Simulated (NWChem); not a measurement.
System: CdHSBr; SMILES [SH][Cd][Br]

The following NWChem deck was run.

```
start job
memory heap 200 mb stack 900 mb global 1100 mb
geometry units angstroms noautosym nocenter noautoz
  Cd     0.352400     0.440431    -0.001799
  Br    -0.259880    -1.895616     0.000893
  S      0.965622     2.699807    -0.003704
  H     -0.317453     3.127139    -0.017238
end
basis spherical
  * library def2-svpd
end
ecp
  Cd library def2-ecp
end
dft
  xc pbe0
  iterations 150
end
property
  response 1 0.0
end
task dft property
```

The geometry was optimised at PBE0/def2-SVP. No frequency run checked for a minimum. def2 effective core potentials on Cd; no spin-orbit coupling.

Static field.

Question: Give the results of this calculation. (PBE0/def2-SVPD with def2 effective core potentials on Cd.) Quantities: isotropic polarisability (bohr³); anisotropy (bohr³).

Answer: The isotropic polarisability (bohr³) is 77.0 and the anisotropy (bohr³) comes out as 55.4.
